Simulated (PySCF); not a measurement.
**Radial density of Sc²⁺ (scandium, charge +2)**

BHandHLYP, [Ar] 3d1, 2D determinant. All numbers are calculated (PySCF 2.14, scalar relativity by spin-free X2C-1e, in aug-cc-pVQZ-DK).

```tsv
r (bohr)	4πr²ρ (e/bohr)	4πr²(ρα − ρβ)
0.00125	0.1544	0.0000
0.00210	0.3964	0.0000
0.00354	0.9973	0.0000
0.00595	2.426	-0.0001
0.0100	5.555	-0.0001
0.0168	11.44	-0.0002
0.0283	19.59	-0.0003
0.0476	24.82	-0.0003
0.0801	21.13	-0.0001
0.135	18.92	0.0015
0.227	26.22	0.0198
0.381	16.42	0.1228
0.641	6.940	0.3953
1.08	8.499	0.6108
1.81	2.249	0.3872
3.05	0.1315	0.0807
5.13	0.002382	0.0023
```

Densities and radii are taken from the X2C orbitals without a picture-change correction, which distorts them close to the nucleus.
